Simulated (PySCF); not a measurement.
Isomers of C6H9Cl2NO, mass 181.006 u with the commonest isotopes. Method used: PBE0/pcSseg-1 in PySCF (dipole) on a GFN2-xTB geometry, gas phase. One conformer each, none proved a minimum here; rigid rotors.

Question: Order these by radius of gyration √(Σ m r²/M), smallest first.
A. `[CH3:1]/[C:2](=[CH:3]\[CH2:4][C:5]([NH2:6])=[O:7])[CH:8]([Cl:9])[Cl:10]` with C2–C3–C4–C5 96°, C3–C4–C5–N6 -35°, C4–C5–N6–H 7° and 180°, C1–C2–C8–Cl9 -67°
B. `[CH2:1]=[CH:2][C@@H:3]([C:4](=[O:5])[NH:6][CH3:7])[CH:8]([Cl:9])[Cl:10]` with C1–C2–C3–C4 111°, C2–C3–C4–O5 88°, C3–C4–N6–C7 177°, C2–C3–C8–Cl9 173°
C. `[CH3:1][CH2:2][CH2:3][NH:4][C:5](=[O:6])/[C:7]([Cl:8])=[CH:9]\[Cl:10]` with C1–C2–C3–N4 -179°, C2–C3–N4–C5 111°, C3–N4–C5–O6 4°, N4–C5–C7–Cl8 5°

Answer: B (2.420 Å), A (2.695 Å), C (2.752 Å).

Question: Order these by rotational constant C, largest first.
A. `[CH3:1][CH2:2][CH2:3][NH:4][C:5](=[O:6])/[C:7]([Cl:8])=[CH:9]\[Cl:10]` with C1–C2–C3–N4 -179°, C2–C3–N4–C5 111°, C3–N4–C5–O6 4°, N4–C5–C7–Cl8 5°
B. `[CH2:1]=[CH:2][C@@H:3]([C:4](=[O:5])[NH:6][CH3:7])[CH:8]([Cl:9])[Cl:10]` with C1–C2–C3–C4 111°, C2–C3–C4–O5 88°, C3–C4–N6–C7 177°, C2–C3–C8–Cl9 173°
C. `[CH3:1]/[C:2](=[CH:3]\[CH2:4][C:5]([NH2:6])=[O:7])[CH:8]([Cl:9])[Cl:10]` with C2–C3–C4–C5 96°, C3–C4–C5–N6 -35°, C4–C5–N6–H 7° and 180°, C1–C2–C8–Cl9 -67°

Answer: B (505.4 MHz), C (403.8 MHz), A (375.1 MHz).

Question: Order these by dipole moment, largest first.
A. `[CH2:1]=[CH:2][C@@H:3]([C:4](=[O:5])[NH:6][CH3:7])[CH:8]([Cl:9])[Cl:10]` with C1–C2–C3–C4 111°, C2–C3–C4–O5 88°, C3–C4–N6–C7 177°, C2–C3–C8–Cl9 173°
B. `[CH3:1][CH2:2][CH2:3][NH:4][C:5](=[O:6])/[C:7]([Cl:8])=[CH:9]\[Cl:10]` with C1–C2–C3–N4 -179°, C2–C3–N4–C5 111°, C3–N4–C5–O6 4°, N4–C5–C7–Cl8 5°
C. `[CH3:1]/[C:2](=[CH:3]\[CH2:4][C:5]([NH2:6])=[O:7])[CH:8]([Cl:9])[Cl:10]` with C2–C3–C4–C5 96°, C3–C4–C5–N6 -35°, C4–C5–N6–H 7° and 180°, C1–C2–C8–Cl9 -67°

Answer: A (4.49 D), B (3.10 D), C (1.58 D).

| SMILES | point group | Ia (u·Å²) | Ib (u·Å²) | Ic (u·Å²) | κ | μa (D) | μb (D) | μc (D) |
| --- | --- | --- | --- | --- | --- | --- | --- | --- |
| C/C(=C\CC(N)=O)C(Cl)Cl | C1 | 262.39 | 1114.74 | 1251.53 | -0.93 | 1.49 | 0.36 | 0.39 |
| C=C[C@@H](C(=O)NC)C(Cl)Cl | C1 | 391.35 | 728.57 | 1000.03 | -0.52 | 2.94 | 2.44 | 2.37 |
| CCCNC(=O)/C(Cl)=C\Cl | C1 | 346.33 | 1047.53 | 1347.45 | -0.80 | 1.58 | 2.67 | 0.02 |
